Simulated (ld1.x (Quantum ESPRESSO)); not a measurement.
Hf (Z = 72): one change to a PAW potential, before and after

| Property | Result |
| --- | --- |
| Element | Hf |
| Generator | ld1.x (Quantum ESPRESSO) 7.5 |
| Type | PAW |
| Functional | PBE |
| Relativity | scalar-relativistic |
| Frozen core | [Kr] 4d10 4f14 |
| Valence charge | 12 |
| Reference configuration | 5s2 5p6 5d2 6s2 6p0 |
| Partial waves | 5s (bound): rcut 1.70, rcutus 1.90 bohr; 6s (bound): rcut 1.70, rcutus 1.90 bohr; 5p (bound): rcut 1.80, rcutus 1.90 bohr; 6p (bound, empty): rcut 1.80, rcutus 1.90 bohr; 5d (bound): rcut 1.75, rcutus 2.25 bohr; 5d channel at 1.2 Ry: rcut 1.75, rcutus 2.25 bohr; 5f channel at -0.2 Ry: rcut 1.70, rcutus 2.30 bohr; 5f channel at 2.3 Ry: rcut 1.70, rcutus 2.30 bohr |
| Local potential | all-electron potential smoothed inside 1.45 bohr (lloc = -1) |
| Core correction | Bessel-smoothed model core, default radius (core density twice the valence density) |
| Augmentation charge | GAUSS, radius 1.70 bohr |

All-electron outer shells of the reference configuration (PBE, scalar-relativistic, ld1.x):

```
shell  level (eV)  outermost node (bohr)  outermost maximum (bohr)
   4d     -206.67                   0.23                      0.47
   5s      -67.02                   0.55                      1.01
   5p      -35.57                   0.60                      1.16
   4f      -16.83                      –                      0.45
   6s       -5.11                   1.37                      2.89
   5d       -2.69                   0.67                      1.69
   6p       -1.40                   1.66                      4.05
```

Change: augmentation GAUSS, radius 1.55 bohr.

Cutoffs: the cutoffs (Ry, on a coarse ladder) from which the occupation-weighted sum of valence levels, in a spherical-Bessel basis at the reference potential, stays within 10 and 1 mRy of its value at 400 Ry; they do not see the model core or the augmentation charge, which bear on the density cutoff. Errors are all-electron minus pseudo energies relative to the spin-unpolarised reference configuration.

Q: How do hardness, ghosts and transferability respond?

A: The potential gets neither clearly harder nor softer (25 Ry and 40 Ry → 25 Ry and 40 Ry); both files keep a bound ghost (f); of the 7 tests that both files solve, the error grows in 5 and shrinks in 0 by more than 15 % and 0.3 meV (median size 5.1 → 6.4 meV).

| quantity | base | changed |
| --- | --- | --- |
| cutoff, loose | 25 Ry | 25 Ry |
| cutoff, tight | 40 Ry | 40 Ry |
| bound ghosts | f | f |
| error for 5s2 5p6 5d2 6s1 6p0, meV [ΔE 7.98 eV] | -2.5 | -3.0 |
| error for 5s2 5p6 5d2 6s0 6p0, meV [ΔE 22.16 eV] | -6.6 | -9.9 |
| error for 5s2 5p6 5d1 6s0 6p0, meV [ΔE 43.95 eV] | -68 | -70 |
| error for 5s2 5p6 5d2 6s0 6p1, meV [ΔE 12.65 eV] | +0.6 | -2.4 |
| error for 5s2 5p6 5d3 6s1 6p0, meV [ΔE 2.59 eV] | -5.1 | -6.4 |
| error for 5s2 5p6 5d2.5 6s1.5 6p0, meV [ΔE 1.26 eV] | -2.4 | -2.7 |
| error for 5s2 5p6 5d3 6s0 6p0, meV [ΔE 9.99 eV] | -5.8 | -9.7 |
| s: phases at 2.50 bohr within 0.05 rad from the reference energy up to (Ry; the scan ends near 5) | to the end of the scan | to the end of the scan |
| p: phases at 2.50 bohr within 0.05 rad from the reference energy up to (Ry; the scan ends near 5) | to the end of the scan | to the end of the scan |
| d: phases at 2.50 bohr within 0.05 rad from the reference energy up to (Ry; the scan ends near 5) | to the end of the scan | to the end of the scan |
| f: phases at 2.50 bohr within 0.05 rad from the reference energy up to (Ry; the scan ends near 5) | to the end of the scan | to the end of the scan |
| lowest overlap eigenvalue by channel | s 0.06, p 0.03, d 0.85, f 1.00 | s 0.06, p 0.03, d 0.85, f 1.00 |

 A true bound ghost makes a file unfit for plane-wave use even where its test errors are small: the radial tests pick states by their node count and pass the ghost by.
